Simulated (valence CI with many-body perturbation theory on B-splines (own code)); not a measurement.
Level structure of O²⁺

Method: valence CI with perturbative core correlation (CI+MBPT): four valence electrons over a frozen Dirac-Fock core [He], a basis of 11 s, 11 p, 9 d, 7 f, 5 g, 2 h, 1 i functions for each j, with the one-electron correlation potential Σ1 (screened to all orders), the two-electron term Σ2, the three-electron term Σ3, Breit, model QED; selected single and double excitations, second order for the rest, scaled by the run's own slope (own B-spline code, finite nucleus).

Against 32 measured levels this calculation errs by 91 cm⁻¹ on average and by 230 at most. These come from a selection out of Moore, Selected Tables of Atomic Spectra, NSRDS-NBS 3, section 11. Levels without a partner in it may be off by more. Among the levels kept, up to 570 cm⁻¹ of a level comes from second order outside the variational space, and about a tenth of that is noise between levels of different J, which matters for small intervals.

Levels 46 to 89 of 89, with energies above the lowest level, 2s2 2p2 3P_0. "Leading %" is the weight of the configuration and term that name the level; weights of strongly mixed levels are sums over their largest components and can fall short. In the jj column 3d3/2^4 stands for four electrons in 3d with j = 3/2. Lifetimes count E1, E2, E3, M1 and M2 decay at the calculated energies, and are blank where another channel may lead or the interval is too uncertain; long ones can be off by a factor of two.

```tsv
No.	Configuration	Term	J	E (eV)	Leading %	Lifetime	Leading jj
46	2s 2p2 3s	5P	1	41.959	97	311 ps	2s 2p1/2 2p3/2 3s (41 %)
47	2s 2p2 3s	5P	2	41.974	97	310 ps	2s 2p1/2 2p3/2 3s (81 %)
48	2s 2p2 3s	5P	3	41.994	97	312 ps	2s 2p3/2^2 3s (64 %)
49	2p4	1S	0	42.593	86	167 ps	2p1/2^2 2p3/2^2 (57 %)
50	2s 2p2 3s	3P	0	43.384	85	237 ps	2s 2p1/2^2 3s (37 %)
51	2s 2p2 3s	3P	1	43.397	85	237 ps	2s 2p1/2 2p3/2 3s (67 %)
52	2s 2p2 3s	3P	2	43.418	85	237 ps	2s 2p3/2^2 3s (52 %)
53	2s2 2p 4s	3P°	0	44.215	92	552 ps	2s^2 2p1/2 4s (92 %)
54	2s2 2p 4s	3P°	1	44.229	92	549 ps	2s^2 2p1/2 4s (70 %)
55	2s2 2p 4s	3P°	2	44.262	92	551 ps	2s^2 2p3/2 4s (92 %)
56	2s2 2p 4s	1P°	1	44.458	92	336 ps	2s^2 2p3/2 4s (70 %)
57	2s 2p2 3p	3S°	1	45.021	95	258 ps	2s 2p3/2^2 3p3/2 (33 %)
58	2s 2p2 3p	5D°	0	45.300	97	9.14 ns	2s 2p1/2^2 3p1/2 (36 %)
59	2s 2p2 3p	5D°	1	45.305	97	9.13 ns	2s 2p1/2 2p3/2 3p1/2 (42 %)
60	2s 2p2 3p	5D°	2	45.313	97	9.12 ns	2s 2p1/2 2p3/2 3p1/2 (44 %)
61	2s 2p2 3p	5D°	3	45.326	97	9.11 ns	2s 2p1/2 2p3/2 3p3/2 (56 %)
62	2s2 2p 4p	1P	1	45.333	90	1.75 ns	2s^2 2p3/2 4p3/2 (40 %)
63	2s 2p2 3p	5D°	4	45.341	97	9.09 ns	2s 2p3/2^2 3p3/2 (64 %)
64	2s2 2p 4p	3D	1	45.427	89	1.99 ns	2s^2 2p1/2 4p1/2 (55 %)
65	2s2 2p 4p	3D	2	45.441	92	2.03 ns	2s^2 2p1/2 4p3/2 (50 %)
66	2s2 2p 4p	3D	3	45.466	92	2.00 ns	2s^2 2p3/2 4p3/2 (92 %)
67	2s2 2p 4p	3S	1	45.608	93	1.94 ns	2s^2 2p3/2 4p3/2 (39 %)
68	2s 2p2 3p	5P°	1	45.674	98	6.92 ns	2s 2p1/2 2p3/2 3p1/2 (43 %)
69	2s 2p2 3p	5P°	2	45.681	98	6.93 ns	2s 2p1/2 2p3/2 3p3/2 (28 %)
70	2s 2p2 3p	5P°	3	45.694	98	6.90 ns	2s 2p1/2 2p3/2 3p3/2 (42 %)
71	2s2 2p 4p	3P	0	45.903	87	2.72 ns	2s^2 2p1/2 4p1/2 (62 %)
72	2s2 2p 4p	3P	1	45.914	87	2.69 ns	2s^2 2p3/2 4p1/2 (49 %)
73	2s2 2p 4p	3P	2	45.928	83	2.70 ns	2s^2 2p3/2 4p3/2 (39 %)
74	2s2 2p 4p	1D	2	45.977	88	3.33 ns	2s^2 2p3/2 4p3/2 (50 %)
75	2s2 2p 4p	1S	0	46.349	89	3.15 ns	2s^2 2p3/2 4p3/2 (64 %)
76	2s 2p2 3p	3D°	1	46.427	88	132 ps	2s 2p1/2 2p3/2 3p3/2 (44 %)
77	2s 2p2 3p	3D°	2	46.438	88	131 ps	2s 2p1/2 2p3/2 3p3/2 (44 %)
78	2s 2p2 3p	3D°	3	46.454	88	130 ps	2s 2p3/2^2 3p3/2 (31 %)
79	2s 2p2 3p	5S°	2	46.605	96	3.11 ns	2s 2p1/2 2p3/2 3p3/2 (35 %)
80	2s2 2p 4d	3F°	2	46.782	75	854 ps	2s^2 2p1/2 4d3/2 (90 %)
81	2s2 2p 4d	3F°	3	46.804	92	2.51 ns	2s^2 2p1/2 4d5/2 (48 %)
82	2s2 2p 4d	1D°	2	46.819	73	269 ps	2s^2 2p3/2 4d5/2 (37 %)
83	2s2 2p 4d	3F°	4	46.826	93	2.74 ns	2s^2 2p3/2 4d5/2 (93 %)
84	2s2 2p 4d	3P°	2	46.906	49	122 ps	2s^2 2p3/2 4d5/2 (27 %)
85	2s 2p2 3p	3P°	1	46.906	47	122 ps	2s^2 2p3/2 4d3/2 (21 %)
86	2s 2p2 3p	3P°	0	46.908	49	122 ps	2s^2 2p3/2 4d3/2 (44 %)
87	2s2 2p 4d	3D°	1	47.009	85	183 ps	2s^2 2p1/2 4d3/2 (47 %)
88	2s2 2p 4d	3D°	2	47.017	84	184 ps	2s^2 2p3/2 4d3/2 (51 %)
89	2s2 2p 4d	3D°	3	47.024	85	186 ps	2s^2 2p3/2 4d5/2 (57 %)
```

Names give the largest LS component (configuration and term), which can be under half, so a name can repeat, a term be missing and a line seem to break the LS rules; names also repeat where a configuration has a term twice.

Where two levels of one J and parity lie close, their mixing, g and order are uncertain.
